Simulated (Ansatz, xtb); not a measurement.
**AlGeH5Si: which of two structures lies lower**

Structure a: a singlet given by its coordinates. Structure b: a singlet given by its coordinates. Both are isolated molecules in the gas phase, relaxed with r2SCAN-D4/def2-SVP.

a (Å):

```xyz
8

Al   -2.0961    0.5518    0.7338
Ge   -2.0959   -1.7741    0.6049
Si   -1.8569    2.8554   -0.1229
H    -3.1351    3.6093    0.0762
H    -0.7793    3.5706    0.6316
H    -1.5132    2.8834   -1.5794
H    -2.9221   -0.6617   -0.4099
H    -0.8681   -0.6894    0.0895
```

Close contacts (Å): Al1–Ge2 2.33, Al1–Si3 2.47, Al1–H7 1.86, Al1–H8 1.86, Ge2–H7 1.72, Ge2–H8 1.72, Si3–H4 1.50, Si3–H5 1.50, Si3–H6 1.50.

b (Å):

| atom | x (Å) | y (Å) | z (Å) |
| --- | --- | --- | --- |
| Al | -2.4362 | 0.8353 | 0.9944 |
| Ge | -1.8050 | 0.3858 | -1.4669 |
| Si | -1.2511 | 2.4971 | -0.1597 |
| H | -1.9158 | 3.7042 | -0.7321 |
| H | 0.2198 | 2.6902 | 0.0007 |
| H | -3.1818 | 0.1377 | 2.2018 |
| H | -1.4329 | -0.3634 | 0.0455 |
| H | -3.2895 | 0.5181 | -0.5916 |

Close contacts (Å): Al1–Ge2 2.58, Al1–Si3 2.34, Ge2–Si3 2.54, Al1–H6 1.58, Al1–H7 1.83, Al1–H8 1.83, Ge2–H7 1.73, Ge2–H8 1.73, Si3–H4 1.49, Si3–H5 1.49.

Problem. Estimate E(b) − E(a) at the level CCSD(T)/def2-TZVP.

Solution. Calculated at CCSD(T)/def2-TZVP: E(b) − E(a) = −0.145 eV, so structure b lies lower.

Level by level:

| level | geometry | E(b) − E(a) (eV) | departure from the last row (eV) | job, with rough time for the two |
| --- | --- | --- | --- | --- |
| r2SCAN-D4/def2-SVP | r2SCAN-D4/def2-SVP | −0.184 | −0.039 | optimisation, 1.7 min |
| HF/def2-TZVP | r2SCAN-D4/def2-SVP | −0.118 | +0.027 | part of the CCSD(T) run |
| MP2/def2-TZVP | r2SCAN-D4/def2-SVP | −0.183 | −0.038 | part of the CCSD(T) run |
| CCSD(T)/def2-TZVP | r2SCAN-D4/def2-SVP | −0.145 |  | single point, 40 s |

None of the levels shown reverses the order. The largest departure from CCSD(T)/def2-TZVP is that of r2SCAN-D4/def2-SVP, 0.039 eV. Levels run at GFN2-xTB geometries aren't shown.

With harmonic frequencies from r2SCAN-D4/def2-SVP (ideal gas, rigid rotor, one conformer each, 298.15 K, 1 atm): on the last row, ΔE + ΔZPE = −0.135 eV. A mode under 50 cm⁻¹ makes harmonic enthalpies and free energies unreliable, so none is given.

The correlated steps freeze 19 core orbitals; the filled d shell of Ge is correlated, in a basis made for valence electrons. Programs: Ansatz 0.2.0; the last row on 2 threads of Intel(R) Xeon(R) Platinum 8259CL CPU @ 2.50GHz (Skylake/Cascade Lake) on a shared host.
